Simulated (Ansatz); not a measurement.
Consider the ligand exchange at a Mg–N bond: `[NH2][Mg][Br]` + H–F → `[F][Mg][Br]` + NH₃.

Gas-phase electronic energies from Ansatz, PBE0-D4/def2-TZVP geometries. CCSD(T)/CBS adds triple-zeta CCSD(T) − MP2 to the extrapolated MP2 energy (def2 sets, frozen cores). This one scheme is used for every species. DFT in def2-TZVPP. For Br, Mg outer-core shells are correlated without core-valence functions, which leaves a few kJ/mol of doubt a bond. Scalar relativity is left out up to krypton. One conformer a species, not always the lowest.

`[NH2][Mg][Br]`:

```xyz
5

N    -0.204    0.062    0.954
Mg    0.188   -0.057   -0.875
Br    0.676   -0.204   -3.152
H    -0.631   -0.655    1.521
H    -0.029    0.854    1.552
```

H–F:

Z-matrix (Å, degrees):
```
F
H 1 0.920
```

`[F][Mg][Br]`:

```xyz
3

F     0.585    1.277    1.332
Mg    0.058    0.126    0.132
Br   -0.643   -1.403   -1.464
```

NH₃:

```xyz
4

N    -0.228    0.161    0.038
H     0.476    0.332    0.746
H    -0.454   -0.825    0.076
H     0.207    0.332   -0.860
```

| level | ΔE (eV) |
| --- | --- |
| LDA (SPW92) | -1.15 |
| B2PLYP | -1.26 |
| PBE-QIDH | -1.21 |
| PBE | -1.25 |
| r2SCAN0 | -1.25 |
| CCSD(T)/def2-SVP | -1.38 |
| CCSD/def2-TZVPP | -1.19 |
| CCSD(T)/def2-TZVPP | -1.18 |

(1) What does CCSD(T)/CBS give? (Best estimate.)

Largest T1 diagnostic among the species: 0.009.

Results:

(1) Computed: -1.21 eV. The listed levels differ from it by 0.06, -0.05, 0.00, -0.04, -0.04, -0.17, 0.02, 0.03 eV.

Leaving LDA and LC-ωPBE aside and taking each functional with its dispersion term where it has one, the values, not all of them listed here, spread over 0.10 eV, from B97M-V to PBE-QIDH. LDA lies +0.09 eV from PBE without D4. At CCSD(T), def2-SVP lies −0.17 eV from the extrapolated value and def2-TZVPP +0.03 eV.
